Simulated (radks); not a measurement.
Polarisability of the germanium ion Ge3+, [Ar] 3d10 4s1, at imaginary frequency. Calculated with a radial shooting solver on a logarithmic mesh with Libxc functionals: scalar-relativistic Kohn-Sham, LB94 model potential, spin-unpolarised, spherical densities, finite nucleus; Fermi nuclear charge, rms radius 4.0742 fm. Response by self-consistent Sternheimer equations with the Hartree and adiabatic LDA kernel, the relativistic mass of each level held fixed and spin-orbit coupling left out.

w (hartree),alpha1(iw) (bohr^3),alpha2(iw) (bohr^5)
0.00266,4.808,8.902
0.0143,4.804,8.900
0.0360,4.783,8.890
0.0697,4.717,8.858
0.118,4.558,8.777
0.186,4.242,8.599
0.280,3.719,8.244
0.413,3.015,7.595
0.605,2.258,6.529
0.892,1.598,5.041
1.35,1.096,3.375
2.12,0.7236,1.931
3.59,0.4314,0.9384
6.94,0.1991,0.3587
17.5,0.05082,0.07773

Static values: alpha1 = 4.808 bohr^3 (0.7125 angstrom^3; uncoupled 6.725), alpha2 = 8.902 bohr^5, alpha3 = 35.61 bohr^7. C6 = 11.10, C8 = 129.8, triple-dipole C9 = 35.17 atomic units. One-pole (London) frequency 4 C6 / (3 alpha1^2) = 0.640 hartree, against 1.794 for minus the highest occupied eigenvalue.
